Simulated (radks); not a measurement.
Results of a calculation; reference values are marked as such.
Problem. Isoelectronic series with 13 electrons, each ion in its NIST ground configuration. Level of theory: scalar-relativistic Kohn-Sham, PBE, spin-polarised, spherical densities, finite nucleus; open shells are filled with parallel spins first (spin-orbit coupling, left out, can overturn this in heavy ions); Fermi nuclear charge, rms radius of each element as measured or else 0.836 A^(1/3) + 0.57 fm (a radial shooting solver on a logarithmic mesh with Libxc functionals). Total energies (hartree) and orbital eigenvalues (eV) (* marks an orbital that is empty in some or all of the ions):

ion,configuration,E (hartree),3p down*,3p up,3s down,3s up,2p down
Al,[Ne] 3s2 3p1,-242.69163,-2.2234,-3.0102,-7.2816,-8.0458,-69.5220
S3+,[Ne] 3s2 3p1,-396.55812,-39.3487,-40.9924,-51.2979,-52.9850,-198.1435
K6+,[Ne] 3s2 3p1,-590.17915,-106.2332,-108.6168,-125.0367,-127.4914,-391.0319
Ti9+,[Ne] 3s2 3p1,-823.71234,-201.2822,-204.3756,-227.1150,-230.2931,-646.4855
Mn12+,[Ne] 3s2 3p1,-1097.44222,-324.1624,-327.9541,-357.3487,-361.2314,-964.2624
Ni15+,[Ne] 3s2 3p1,-1411.72907,-474.8190,-479.3042,-515.8320,-520.4108,-1344.459
Ga18+,[Ne] 3s2 3p1,-1766.99849,-653.3064,-658.4834,-702.7848,-708.0558,-1787.320
Se21+,[Ne] 3s2 3p1,-2163.74250,-859.7376,-865.6067,-918.5092,-924.4718,-2293.184
Rb24+,[Ne] 3s2 3p1,-2602.51984,-1094.267,-1100.829,-1163.376,-1170.031,-2862.461
Zr27+,[Ne] 3s2 3p1,-3083.95834,-1357.079,-1364.338,-1437.819,-1445.170,-3495.624
Tc30+,[Ne] 3s2 3p1,-3608.75845,-1648.391,-1656.348,-1742.337,-1750.387,-4193.206
Pd33+,[Ne] 3s2 3p1,-4177.70322,-1968.444,-1977.103,-2077.496,-2086.250,-4955.798
In36+,[Ne] 3s2 3p1,-4791.66110,-2317.505,-2326.871,-2443.931,-2453.394,-5784.046
Te39+,[Ne] 3s2 3p1,-5451.58732,-2695.868,-2705.946,-2842.355,-2852.534,-6678.653
Cs42+,[Ne] 3s2 3p1,-6158.5506,-3103.854,-3114.648,-3273.566,-3284.468,-7640.378
Ce45+,[Ne] 3s2 3p1,-6913.7173,-3541.808,-3553.324,-3738.451,-3750.084,-8670.040
Pm48+,[Ne] 3s2 3p1,-7718.3792,-4010.104,-4022.348,-4237.998,-4250.369,-9768.515
Gd51+,[Ne] 3s2 3p1,-8573.9332,-4509.142,-4522.122,-4773.295,-4786.415,-10936.74
Yb57+,[Ne] 3s2 3p1,-10444.3419,-5601.191,-5615.665,-5956.249,-5970.892,-13486.50
Ta60+,[Ne] 3s2 3p1,-11462.8792,-6195.149,-6210.382,-6606.802,-6622.223,-14870.21
Os63+,[Ne] 3s2 3p1,-12539.7456,-6821.746,-6837.747,-7298.952,-7315.161,-16328.05

Estimate the row of Ho54+ ([Ne] 3s2 3p1).

Solution. E (hartree) -9482.0265; 3p down* -5039.352; 3p up -5053.075; 3s down -5345.598; 3s up -5359.474; 2p down -12175.71.
